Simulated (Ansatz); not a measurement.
`CO[SiH](C)Cl` → `CO[SiH2]Cl` + `[CH2]` (triplet) at 600 K and 1 bar (formal loss of a carbene).

Calculated with Ansatz (gas phase, PBE0-D4/def2-TZVP geometries, no zero-point term in ΔE). CBS: MP2 limit from def2 TZ/QZ plus the TZ coupled-cluster correction, frozen cores. This one scheme is used for every species. Triplets are unrestricted, without spin–orbit coupling. Each species was taken in one conformer, which may not be the lowest.

```csv
species,CCSD(T)/CBS energy (Eh),H − E (kJ/mol),S (J/(mol·K))
`CO[SiH](C)Cl`,-904.45266,303.5,465.5
`CO[SiH2]Cl`,-865.17164,213.2,405.0
`[CH2]` (triplet),-39.09499,66.5,220.8
```

H − E and S are ideal-gas, rigid-rotor, harmonic terms from PBE0-D4/def2-TZVP, for one conformer and one mirror image of each species, with the whole ground term of open shells counted as degenerate. 1 Eh = 2625.50 kJ/mol, R = 8.31446 J/(mol·K).

By hand: ΔE, ΔH, ΔS and ΔG.

ΔE = (-865.17164) + (-39.09499) − (-904.45266) = 0.18603 Eh = 488.4 kJ/mol. Δ(H − E) = 213.2 + 66.5 − 303.5 = -23.8, so ΔH = 464.6 kJ/mol. ΔS = 405.0 + 220.8 − 465.5 = 160.3 J/(mol·K). ΔG = 464.6 − 600 × (160.3)/1000 = 368.4 kJ/mol.

By hand: the equilibrium constant, and the temperature at which ΔG would vanish if ΔH and ΔS stayed fixed.

log₁₀ K = −ΔG/(RT ln 10) = -32.1. ΔG = 0 at ΔH/ΔS = 2898 K, far beyond where these terms or the molecules hold.

The number of gas molecules changes by +1, which sets the sign of ΔS. A doubt of 5 kJ/mol in ΔE shifts log₁₀ K by 0.4 here. Other conformers and mirror images would add mixing entropy, several J/(mol·K) or more a flexible species. A triplet takes part, so the spin changes. These are equilibria of isolated gas molecules and say nothing of rates. Largest T1 diagnostic: 0.011 (customary marks: 0.02 for closed shells, 0.045 for open ones).
